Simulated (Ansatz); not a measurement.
Ge₂S₄⁻: single points at one geometry.

```yaml
crystal:
  periodic: [false, false, false]
  atoms:
    - {symbol: Ge, position_ang: [0.270461, -1.350630, 0.142888]}
    - {symbol: Ge, position_ang: [0.974588, 2.313480, 0.243807]}
    - {symbol: S, position_ang: [0.806749, 0.549728, 1.567176]}
    - {symbol: S, position_ang: [-0.787978, -2.962612, 1.066319]}
    - {symbol: S, position_ang: [-1.137793, -0.186324, -1.362819]}
    - {symbol: S, position_ang: [-0.126038, 1.636348, -1.657361]}
basis:
  gaussian: {orbitals: def2-TZVPD, initial_orbitals: start.molden}
total_charge: -1
magnetization: {spin_polarized: true, initial_magnetization: 1}
hamiltonian: {xc: {name: r2SCANh}, dispersion: d4}
scf: {omitted_lower_state_checks: [starts]}
output: {orbitals: {seedname: orbitals}}
```

The file start.molden holds the orbitals of an earlier run on this structure, at another level or in another basis.

```sh
$ ansatz run in.yaml --threads 4 --pin off --events-out ev --progress --plain --max-ram 4787MiB
```

Shortened log:

```
Functional definition: r2SCANh
  name "r2SCANh"
  cite "Bursch, Neugebauer, Ehlert & Grimme, J. Chem. Phys. 156, 134105 (2022) doi:10.1063/5.0086040"
  cite "Furness, Kaplan, Ning, Perdew & Sun, J. Phys. Chem. Lett. 11, 8208 (2020) doi:10.1021/acs.jpclett.0c02405"
  cite "Furness, Kaplan, Ning, Perdew & Sun, J. Phys. Chem. Lett. 11, 9248 (2020) doi:10.1021/acs.jpclett.0c03077"
  parent r2scan
  parameter a = 0.1
  parameter k0 = 0.174
  parameter k1 = 0.065
  parameter a1 = 4.9479
  exchange = (1 - a)*r2scan_x(k0 = k0, k1 = k1, a1 = a1) + a*exact_x
  correlation = r2scan_c
these checks for a lower state are left out or cut short: starts
1984 factors; their error is unknown
the host lacks memory for fits, so the integrals are decomposed
1813 factors; integrals over basis functions are off by at most 4.4e-4 eV
mean field evaluation 1: about -156381.1807 eV, gradient 7.5e0 eV
mean field evaluation 2: about -156381.2304 eV, gradient 1.0e-1 eV
mean field evaluation 4: about -156381.2940 eV, gradient 9.6e-4 eV
mean field -156381.29401766 eV, -5746.9065561008 hartree, gradient 6.0e-5 eV, S^2 0.759807; 0 other end points of the search recorded, 0 dependent functions left out
reference -156381.29406310 eV, -5746.9065577706 hartree; 65, 64 occupied and 227, 228 virtual orbitals, 1813 factors
Total energy: -156381.40721296 eV, -5746.9107159515 hartree
Checks for a lower state left out: starts
```

Hardware: 4 threads of Arm Neoverse V2 on a shared host. Wall time 33 s, peak host memory 1.6 GiB.

As the first input, with `hamiltonian: {xc: {name: r2SCAN0}, dispersion: d4}` (abridged; 33 s):

```
Functional definition: r2SCAN0
the host lacks memory for fits, so the integrals are decomposed
mean field -156380.21189329 eV, -5746.8667887638 hartree, gradient 6.2e-5 eV, S^2 0.763043
Total energy: -156380.34022574 eV, -5746.8715048942 hartree
Checks for a lower state left out: starts
```

First input, but with `hamiltonian: {xc: pbe}`, `correlation: {method: rpa}` and without the key `output` (abridged; 18 s):

```
Functional definition: PBE
mean field -156350.25408704 eV, -5745.7658596902 hartree, gradient 5.5e-6 eV, S^2 0.753092
38 core orbitals not correlated: weight in the atoms' cores, before any rotation towards them, 1.000 or more for the frozen orbitals, at most 0.000 for the correlated occupied ones
Total energy: -156269.76583292 eV, -5742.8079709080 hartree
Checks for a lower state left out: starts
```

The first input with `hamiltonian: {xc: {name: BLYP}, dispersion: d4}` (abridged; 12 s):

```
Functional definition: BLYP
mean field -156388.73442387 eV, -5747.1799859858 hartree, gradient 2.6e-5 eV, S^2 0.752571
Total energy: -156389.69292788 eV, -5747.2152103585 hartree
Checks for a lower state left out: starts
```

First input, but with `hamiltonian: {xc: r2scan, dispersion: d4}` (abridged; 23 s):

```
Functional definition: r2SCAN
mean field -156382.06833004 eV, -5746.9350115558 hartree, gradient 4.3e-5 eV, S^2 0.757853
Total energy: -156382.16818603 eV, -5746.9386811958 hartree
Checks for a lower state left out: starts
```

The first input with `hamiltonian: {xc: pbe0, dispersion: d4}` (abridged; 22 s):

```
Functional definition: PBE0
the host lacks memory for fits, so the integrals are decomposed
mean field -156355.99598924 eV, -5745.9768707040 hartree, gradient 2.7e-5 eV, S^2 0.757760
Total energy: -156356.39509092 eV, -5745.9915374204 hartree
Checks for a lower state left out: starts
```

The first input with `gaussian: {orbitals: STO-3G}`, `hamiltonian: {xc: hf}` (abridged; 1.4 s):

```
Functional definition: HF
mean field -154456.80700990 eV, -5676.1829630299 hartree, gradient 2.0e-5 eV, S^2 0.770244
Total energy: -154456.80700990 eV, -5676.1829630299 hartree
Checks for a lower state left out: starts
```

Geometry: PBE-D4/def2-SVPD.

Correlated methods freeze 38 core orbitals; core or outer-core shells of Ge are correlated, in sets that lack core-valence functions. At HF/STO-3G the highest occupied level of the charge -1 doublet lies above zero (up to 1.63 eV). In Hartree–Fock with STO-3G the lack of diffuse functions raises the level. Another isomer (doublet) lies 0.73 eV lower at PBE0-D4/def2-TZVPD; other spin states weren't run for this one.
